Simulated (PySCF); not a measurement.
Structure with atom numbers: `[CH:1]#[C:2][CH2:3][SiH2:4]/[CH:5]=[C:6](/[C:7]#[N:8])[O:9][CH3:10]`; H(Xn) means a hydrogen on atom n.

[PySCF 2.14: GIAO PBE0/pcSseg-1 shieldings; structure optimised with GFN2-xTB; non-relativistic Hamiltonian; one conformer; one averaged value for each set of equivalent atoms; no solvent]

Scale: 13C, 1H, 29Si against TMS; 15N against NH3; 17O against H2O (reference shieldings calculated alike).

| atoms | nucleus | count | δ (ppm) |
| --- | --- | --- | --- |
| O9 | 17O | 1 | ? |
| H(C1) | 1H | 1 | 1.22 |
| H(C5) | 1H | 1 | 6.19 |
| C6 | 13C | 1 | ? |
| H(C3) | 1H | 2 | 1.96 |
| C7 | 13C | 1 | 118.2 |
| Si4 | 29Si | 1 | -54.4 |
| C3 | 13C | 1 | 1.6 |
| H(C10) | 1H | 3 | 4.07 |
| C2 | 13C | 1 | ? |
| C1 | 13C | 1 | ? |
| N8 | 15N | 1 | 325.8 |
| C10 | 13C | 1 | ? |
| H(Si4) | 1H | 2 | 4.41 |
| C5 | 13C | 1 | 124.4 |

Q: Estimate the values marked ?.

A: 
- C6: 150.4 ppm, alkene carbon bearing oxygen; an sp2 carbon further deshielded by the attached heteroatom
- C2: 85.5 ppm, alkyne carbon; sp carbons lie upfield of alkene carbons because the cylindrical π system leaves one tensor component strongly shielded
- C1: 73.7 ppm, terminal alkyne carbon; the triple bond shields along its axis, which puts it between sp3 and sp2 carbons
- C10: 58.6 ppm, methyl carbon bonded to O; deshielded by the electronegative neighbour
- O9: 112.3 ppm, ether oxygen

Shifts are as computed. Against solution values, carbons near 30 ppm lie about +3 ppm off and those near 130 ppm about +5 ppm. Of 1309 compounds with measured shifts, 239 miss one by over three times the rms of a fit or turn the order of signals round; such compounds aren't used in these exercises. Experimental scales use liquid or dissolved standards, which lie at an offset from isolated NH3 (liquid NH3: subtract about 20 ppm) and H2O (liquid H2O: subtract about 36 ppm). Unscaled 15N shifts of sp2 nitrogen come out 20 to 40 ppm too high even then.
